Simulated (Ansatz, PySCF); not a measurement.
TaBr3, SMILES [Ta]([Br])([Br])[Br] (connectivity only; charge and spin as stated), neutral, multiplicity 3. Atoms are numbered in the order given.

```xyz
4

Ta    -0.0936    -0.0699    -0.0217
Br    -2.0081    -1.5279    -0.3048
Br     0.1192     2.1842    -0.9431
Br     1.9325    -0.6183     1.2310
```
Charge 0, spin multiplicity 3.

The structure is a stationary point at PBE0-D3(BJ)/def2-SVP. The multiplicity is an assumed one; other spin states were not compared. The def2 effective core potentials stand for the cores of Ta; spin–orbit coupling is left out.

Two levels are set side by side: PBE-D3(BJ)/def2-SVP (Ansatz, a program for electronic structure) and PBE0-D3(BJ)/def2-SVP (Ansatz). Each level has its own optimised geometry; the coordinates shown are those of the second. Frequencies come from the Hessian of PySCF at each geometry. Differences are taken from unrounded values.

```json
[
 {"quantity": "mean bond length (Å)", "PBE0-D3(BJ)": "2.437"},
 {"quantity": "bond Ta1–Br2 (Å)", "PBE0-D3(BJ)": "2.423"},
 {"quantity": "bond Ta1–Br3 (Å)", "PBE0-D3(BJ)": "2.444"},
 {"quantity": "bond Ta1–Br4 (Å)", "PBE0-D3(BJ)": "2.444"},
 {"quantity": "highest harmonic wavenumber (cm⁻¹)", "PBE0-D3(BJ)": "293"},
 {"quantity": "mean harmonic wavenumber (cm⁻¹)", "PBE0-D3(BJ)": "152"},
 {"quantity": "zero-point energy (kcal/mol)", "PBE0-D3(BJ)": "1.31"}
]
```

Problem. What does PBE-D3(BJ) give, and how far is it from PBE0-D3(BJ)? (The exact figures need the calculation; the answer reports its results.)

Solution. 
```json
[
 {"quantity": "mean bond length (Å)", "PBE-D3(BJ)": "2.447", "PBE-D3(BJ) minus PBE0-D3(BJ)": "0.009"},
 {"quantity": "bond Ta1–Br2 (Å)", "PBE-D3(BJ)": "2.433", "PBE-D3(BJ) minus PBE0-D3(BJ)": "0.010"},
 {"quantity": "bond Ta1–Br3 (Å)", "PBE-D3(BJ)": "2.453", "PBE-D3(BJ) minus PBE0-D3(BJ)": "0.009"},
 {"quantity": "bond Ta1–Br4 (Å)", "PBE-D3(BJ)": "2.453", "PBE-D3(BJ) minus PBE0-D3(BJ)": "0.009"},
 {"quantity": "highest harmonic wavenumber (cm⁻¹)", "PBE-D3(BJ)": "286", "PBE-D3(BJ) minus PBE0-D3(BJ)": "-7"},
 {"quantity": "mean harmonic wavenumber (cm⁻¹)", "PBE-D3(BJ)": "149", "PBE-D3(BJ) minus PBE0-D3(BJ)": "-3"},
 {"quantity": "zero-point energy (kcal/mol)", "PBE-D3(BJ)": "1.28", "PBE-D3(BJ) minus PBE0-D3(BJ)": "-0.03"}
]
```

Exact exchange shortens and stiffens bonds; PBE has none. Differences between two approximate levels are no errors against the true value.
